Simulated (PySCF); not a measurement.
**State search for InC⁺**

Unrestricted PBE0; PySCF, scalar-relativistic core potentials, basis sets In def2-SVP with ECP28, C def2-SVP. Outer shells of the fragments: In+ 4d10 5s2; C 2s2 2p2.

Followed along the bond (rough minima from three points):

```
2Ms+1  unpaired  ⟨S²⟩ at the start  R at minimum (Å)  Te (eV)
    3  σ ↑, π ↑               2.01              2.89     0.00
    3      π ↑↑               2.09              2.34     0.11
    1  σ ↓, π ↑               1.02              2.82     0.40
    1      π ↑↓               1.00              2.36     0.57
```

Solutions found at the starting distance of 2.200 Å, counted from the lowest of them; the search is not exhaustive and high or unbound solutions are not listed, so other states can lie among these:

| 2Ms+1 | unpaired | term | E (eV) | ⟨S²⟩ | ⟨Lz²⟩ | μ (D) |
| --- | --- | --- | --- | --- | --- | --- |
| 3 | π ↑↑ | ³Σ⁻ | 0.00 | 2.09 | 0.00 | -0.94 |
| 3 | σ ↑, π ↑ | ³Π | 0.45 | 2.01 | 1.00 | 1.15 |
| 1 | π ↑↓ | mixed | 0.48 | 1.00 | 2.01 | -0.99 |
| 1 | σ ↓, π ↑ | mixed | 0.75 | 1.02 | 1.00 | 0.89 |
| 1 | none | mixed | 1.81 | 0.00 | 2.00 | -0.91 |
| 3 | σ ↑↑, π ↑↓ | mixed | 2.98 | 3.00 | 2.01 | -1.74 |

A term symbol is given only where ⟨S²⟩ and ⟨Lz²⟩ are close to those of a pure state; real π, δ and φ orbitals otherwise mix terms. A positive dipole points towards C; it is taken about the centre of mass and depends on that origin.

Question: Compare the gap between the two lowest followed solutions at the starting distance with the gap between their minima.

Answer: At PBE0 the second solution (triplet, unpaired electrons π ↑↑) lies -0.45 eV from the first (triplet, unpaired electrons σ ↑, π ↑) at 2.200 Å and +0.11 eV at the minima; the two curves relax by different amounts, since their minima lie near 2.34 and 2.89 Å.

Spin–orbit coupling is left out. Counting both spins, an empty level lies below a filled one in some of these solutions, because spin and occupation are held.
